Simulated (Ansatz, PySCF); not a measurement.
Isomers of BH5OSi: 1 is BO[SiH3], 2 is B([SiH3])O; one conformer of each (the lowest of an xTB search), B3LYP-D3(BJ)/def2-TZVP minima.
Isomer 1 (charge 0, multiplicity 1, Z-matrix in Å and degrees):
```
O
B 1 1.3486
H 2 1.1943 1 118.14
H 2 1.1994 3 121.87 1 180.00
Si 1 1.6612 2 133.92 3 -179.97
H 5 1.4769 1 107.89 2 120.59
H 5 1.4769 6 110.09 1 -117.50
H 5 1.4805 6 110.36 7 -122.06
```
Isomer 2 (charge 0, multiplicity 1, Z-matrix in Å and degrees):
```
B
O 1 1.3541
H 2 0.9646 1 114.28
H 1 1.2016 2 119.11 3 -0.01
Si 1 2.0268 4 121.55 2 179.98
H 5 1.4839 1 113.55 4 -179.98
H 5 1.4874 6 108.41 1 -122.12
H 5 1.4874 6 108.40 7 -115.76
```

No zero-point or thermal terms.

Rows in STO-3G carry no dispersion term and start afresh at each structure.

The values were computed with Ansatz (a quantum-chemistry and plane-wave program); PySCF for STO-3G rows, the dispersion terms. Each number belongs to the level named beside it.

### Question
One of these levels gives 18.80 kcal/mol for the electronic energy of isomer 2 less that of isomer 1. Name it.
A. HF/STO-3G
B. r2SCAN-D4/def2-TZVPP
C. PBE-D3(BJ)/def2-TZVPP
D. HF/cc-pV(D+d)Z

### Answer
C, PBE-D3(BJ)/def2-TZVPP. The others give 20.86 (HF/STO-3G), 25.40 (HF/cc-pV(D+d)Z), 23.20 (r2SCAN-D4/def2-TZVPP)
